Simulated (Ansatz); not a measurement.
Ansatz (a quantum-chemistry and plane-wave program) input:
A basis named .json is the Basis Set Exchange file of that set.

Ansatz 0.2 input:
```yaml
crystal:
  periodic: [false, false, false]
  atoms:
    - {symbol: In, position_ang: [-0.00000000, -0.00000000, -0.03780298]}
    - {symbol: H, position_ang: [0.00000000, 0.00000000, 1.85234582]}
basis:
  gaussian:
    orbitals: def2-QZVPP.json
hamiltonian:
  xc: pbe
total_charge: 1
magnetization: {spin_polarized: true, initial_magnetization: 1}
correlation: {method: rpa, electrons: outside_noble_gas}
```

**Question.** Predict the final energy.

**Answer.** -189.59878 Eh (RPA@PBE/def2-QZVPP). The basis has 112 functions.
